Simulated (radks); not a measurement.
Q: These are the eigenvalues of the occupied orbitals of an atom or ion with whole-number occupations (hartree). All-electron calculation, scalar-relativistic Kohn-Sham, BLYP, spin-polarised, spherical densities, finite nucleus; Fermi nuclear charge, rms radius of each element as measured or else 0.836 A^(1/3) + 0.57 fm. Program: a radial shooting solver on a logarithmic mesh with Libxc functionals.

orbital  eigenvalue
1s up     -2672.845
1s down   -2672.844
2s up     -496.8111
2s down   -496.7750
2p up     -438.7598
2p down   -438.7303
3s up     -145.9781
3s down   -145.9608
3p up     -128.8363
3p down   -128.8171
3d up     -109.5025
3d down   -109.4730
4s up     -58.68062
4s down   -58.59822
4p up     -52.59058
4p down   -52.50948
4d up     -45.18568
4d down   -45.10494

Which element is it, and in what charge state? The configuration may be excited. Open shells, if any, are filled with parallel spins first.

A: Z = 75, rhenium, charge +30: Re30+ in [Kr] 4d9. The list shows which subshells hold electrons but not how many an open one holds; the 1s level, -2672.8 hartree, gives Z - s = 73.1 by -(Z - s)^2/2, which with screening and relativity narrows Z to a few neighbours, and the depths of the outer levels then fix element, charge and occupations together.
